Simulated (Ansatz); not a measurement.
```yaml
crystal:
  periodic: [false, false, false]
  atoms:
    - {symbol: C, position_ang: [-0.562908, -0.589112, -1.382469]}
    - {symbol: C, position_ang: [-0.277860, -0.268643, 0.047310]}
    - {symbol: C, position_ang: [0.644329, -1.067136, 0.558154]}
    - {symbol: O, position_ang: [-0.165212, 0.936450, 0.443294]}
    - {symbol: Mg, position_ang: [-0.331161, 2.781192, 0.718470]}
    - {symbol: H, position_ang: [-1.709790, 0.119954, -1.624694]}
    - {symbol: H, position_ang: [0.265222, -0.254302, -1.897644]}
    - {symbol: H, position_ang: [-0.851322, -1.819197, -1.615940]}
    - {symbol: H, position_ang: [-1.226716, -0.937868, 0.588099]}
    - {symbol: H, position_ang: [1.702510, -0.671935, 0.458974]}
    - {symbol: H, position_ang: [0.686005, -2.147168, 0.312676]}
    - {symbol: H, position_ang: [1.074502, -1.005102, 1.862978]}
    - {symbol: H, position_ang: [0.025462, 4.367279, 1.110659]}
basis:
  gaussian: {orbitals: def2-mTZVPP}
hamiltonian: {xc: {name: HF}}
correlation: {method: mp2, frozen_orbitals: {C: 0}}
accuracy: high
scf: {lower_state_search: light}
```

```sh
$ ansatz run in.yaml --threads 4 --pin off --events-out ev --progress --plain --max-ram 10444MiB
```

Shortened log:

```
Functional definition: HF
Error: "frozen_orbitals" has no count for O
```

**Question.** What is wrong with this run?

**Answer.** Frozen orbitals are typed for one element alone, and the program wants a count for each. The program refused the input.
